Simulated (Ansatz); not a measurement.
C2H5ClSSi (`C=C[SiH](S)Cl`). The species carries charge 0 and has multiplicity 1.

Z-matrix (Å, degrees):
```
Si
C 1 1.850
Cl 1 2.060 2 107.1
S 1 2.124 2 112.6 3 -123.4
H 1 1.480 2 113.3 3 117.8
C 2 1.330 1 123.7 3 136.8
H 2 1.089 1 117.4 3 -43.6
H 4 1.345 1 94.0 2 57.2
H 6 1.086 2 121.6 1 -0.5
H 6 1.086 2 121.9 1 179.3
```

(1) Give the diagnostics of a CCSD(T)/def2-TZVPP run (frozen core, the Gaussian-basis code of Ansatz). (An estimate is asked.)

## Answers

(1) Computed: T1 = 0.0109, largest single amplitude 0.010, largest double 0.083, (T) share of the correlation energy 4.4 %, 9 CCSD cycles. The RHF solution is stable towards an unrestricted one. T1 lies under the customary mark of 0.02 for closed shells.
